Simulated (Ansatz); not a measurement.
Mulliken charges of BBrFHO, SMILES `OB(F)Br` from B3LYP/def2-TZVPP in Ansatz (PBE0-D4/def2-TZVP geometry).

```
atom   x (Å)   y (Å)   z (Å)  charge (e)
  O1  -0.198   0.983  -0.440      -0.241
  B2   0.218  -0.039   0.321       0.380
  F3   0.971   0.209   1.369      -0.219
 Br4  -0.248  -1.871  -0.065      -0.135
  H5  -0.743   0.718  -1.184       0.216
```

By hand: the dipole of these point charges (1 e Å = 4.8032 D).

Σ q r = (-0.209, 0.110, -0.319) e Å, of length 0.397 e Å = 1.91 D.

How does the dipole of the full density compare? (Best estimate.)

Ansatz gave: (-0.220, 0.017, -0.320) e Å, 1.87 D; the point charges give 1.02 times that, at 14° from its direction.

Point charges leave out the atoms' own dipoles, such as those of lone pairs, and Mulliken's split depends on the basis, so the close match here is no proof of good charges.

B3LYP here is the variant with VWN-RPA as its local correlation; programs differ in this.
